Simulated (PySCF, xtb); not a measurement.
GeH₅Si, SMILES [GeH3][SiH2] (connectivity only; charge and spin as stated), charge +1, multiplicity 1.

GFN2-xTB (xtb) at its own geometry gives an orbital gap of 2.95 eV.

The structure is a stationary point at PBE0-D3(BJ)/def2-TZVP. The multiplicity is an assumed one; other spin states were not compared. The isomer is the one that the SMILES or the coordinates give; other isomers of the formula were not compared.

Problem. What does r2SCAN/def2-TZVPD (PySCF) give? (An estimate is asked for; the answer gives what the named calculation found.)

Solution. gap 3.65 eV (levels -13.62 and -9.97 eV).
